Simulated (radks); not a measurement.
Results of a calculation; reference values are marked as such.
Problem. These are the eigenvalues of the occupied orbitals of an atom or ion with whole-number occupations (hartree). Code: a radial shooting solver on a logarithmic mesh with Libxc functionals. Model: scalar-relativistic Kohn-Sham, LDA (Slater exchange, Perdew-Wang correlation), spin-unpolarised, spherical densities, point nucleus.

| orbital | eigenvalue |
|---|---|
| 1s | -257.3191 |
| 2s | -30.72822 |
| 2p | -26.32345 |
| 3s | -4.11790 |
| 3p | -2.88415 |
| 3d | -0.95678 |

Which element is it, and in what charge state? The configuration may be excited.

Solution. Z = 26, iron, charge +2: Fe2+ in [Ar] 3d6. The list shows which subshells hold electrons but not how many an open one holds; the 1s level, -257.32 hartree, gives Z - s = 22.7 by -(Z - s)^2/2, which with screening and relativity narrows Z to a few neighbours, and the depths of the outer levels then fix element, charge and occupations together.
